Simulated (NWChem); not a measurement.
Species: Si2NH6OF; SMILES F[Si@@H]([SiH2]N)O

```xyz
11

N     -0.5369     2.4622     0.1408
Si     0.6718     1.2642    -0.2141
Si    -0.0315    -0.9143     0.3072
O     -1.4859    -1.0985    -0.4746
F      1.0264    -2.0330    -0.2387
H     -0.6101     2.8086     1.0910
H     -1.4600     2.3525    -0.2664
H      1.0144     1.2956    -1.6696
H      1.8866     1.6026     0.5890
H     -0.1913    -1.2194     1.7649
H     -1.9930    -1.8954    -0.2905
```
Atoms are numbered in this order, from 1.

All runs: NWChem. Pople sets run with spherical d functions. STO-3G and 3-21G are far too small for this property and stand as cheap habits. The geometry was optimised at PBE0/def2-SVP. Field at 589 nm.

Among these, which level gives the lowest value of “isotropic polarisability (bohr³)”?
A. B3LYP/6-31G*
B. B3LYP/STO-3G
C. B3LYP/def2-SVP

B, B3LYP/STO-3G. Values: B3LYP/STO-3G 32.5; B3LYP/6-31G* 55.3; B3LYP/def2-SVP 58.1
